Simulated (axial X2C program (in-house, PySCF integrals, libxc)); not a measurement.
**Correcting the dissociation energy of AlBr⁺ for spin–orbit coupling**

A spin-free CCSD(T) curve (one-electron X2C) was computed with an axial X2C code built on PySCF integrals, basis Br dyall-cv3z [8s9p6d4f1g], Al dyall-v3z [8s8p2d1f] (cores contracted in-house), for the state M_S = 1/2, Λ = 0 (beyond evenly filled blocks: σα). It gives D0 = 1.375 eV to Br + Al+, which in a spin-free picture are the weighted means of the ground terms.

Correlated methods: 9 electrons correlated (number of frozen shells: Br 3 s, 2 p, 1 d; Al 2 s, 1 p), 185 virtual spin orbitals or spinors in MP2, 90 natural virtuals in coupled cluster.

Measured levels of the ground terms (NIST Handbook of Basic Atomic Spectroscopic Data), in cm⁻¹: Br 2P: J = 3/2 at 0, J = 1/2 at 3685.2; Al+ 1S: J = 0 at 0.

The molecular state has Λ = 0, so it has no first-order lowering.

(1) How far does each ground level lie under the (2J+1)-weighted mean of its term?

(2) Correct D0.

Second-order spin–orbit effects in the molecule, which grow quickly with Z, are left out. The state is one determinant whose occupation by symmetry is held fixed; it was picked as the lowest of a PBE0 search that is not exhaustive. De is counted from the lowest determinant-based energies of the atoms at the same level, without counterpoise correction. Coupled cluster ran in a truncated set of natural virtual spinors; the MP2 energy of the rest was added. (T) has no such correction and the atoms are truncated less, which lowers De at CCSD(T) by a hundredth of an eV or more.

Answers

(1) Br: (4 × 0 + 2 × 3685.2)/6 = 1228 cm⁻¹; Al+: a single level, 0.

(2) D0 = 1.375 + (0 − 1228)/8065.5 = 1.223 eV at CCSD(T) with these spin–orbit terms.
